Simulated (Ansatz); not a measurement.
Geometry optimisation, RKS B3LYP-D4/def2-mTZVP in Ansatz 0.2.0.

The input (input.yaml):

```yaml
crystal:
  periodic: [false, false, false]
  atoms:
    - { symbol: Sn, position_ang: [0.202466, 0.026415, -0.082862] }
    - { symbol: H, position_ang: [0.138949, -0.135266, 1.640271] }
    - { symbol: H, position_ang: [1.846399, 0.013422, -0.574372] }
    - { symbol: H, position_ang: [-0.50425, 1.51011, -0.562174] }
    - { symbol: H, position_ang: [-0.601427, -1.295603, -0.817546] }
    - { symbol: "N", position_ang: [-2.687256, -0.082655, 1.527549] }
    - { symbol: H, position_ang: [-2.801563, -0.727992, 0.75442] }
    - { symbol: H, position_ang: [-2.806271, 0.860551, 1.172953] }
    - { symbol: H, position_ang: [-1.715747, -0.168981, 1.870261] }
basis:
  gaussian: { orbitals: def2-mTZVP }
hamiltonian:
  xc: b3lyp
  dispersion: d4
relax:
  f_tol: 0.03
  max_steps: 50
```

Launched with:

```bash
$ ansatz run input.yaml --threads 1 --pin off --max-ram 2048MiB --backend cpu --events-out ev --progress --plain --runs-dir out
```

**Question.** Where does it end, and by what steps?

**Answer.** The forces met the threshold. The force dipped under the threshold on the way, but the program's further checks kept it going. After 7 steps the energy has fallen by 0.145 eV; H9 moved furthest, 0.62 Å.

| step | energy less start (eV) | largest force component (eV/Å) | accepted |
| --- | --- | --- | --- |
| 0 | 0.0000 | 1.007 | yes |
| 1 | -0.1019 | 0.376 | yes |
| 2 | -0.1202 | 0.318 | yes |
| 3 | -0.1270 | 0.417 | yes |
| 4 | -0.1437 | 0.014 | yes |
| 5 | -0.1441 | 0.075 | yes |
| 6 | -0.1444 | 0.054 | yes |
| 7 | -0.1446 | 0.022 | yes |

```xyz
9
Properties=species:S:1:pos:R:3
Sn 0.435 0.035 -0.154
H 0.586 -0.137 1.545
H 1.994 0.044 -0.865
H -0.365 1.508 -0.509
H -0.473 -1.274 -0.781
N -3.020 -0.057 1.555
H -2.959 -0.758 0.823
H -2.881 0.851 1.121
H -2.246 -0.213 2.194
```

Whether the end is a true minimum wasn't checked by a vibrational analysis.

The run took 29 s on 1 thread of Arm Neoverse V1, with other jobs on the host, peak memory 0.17 GiB.
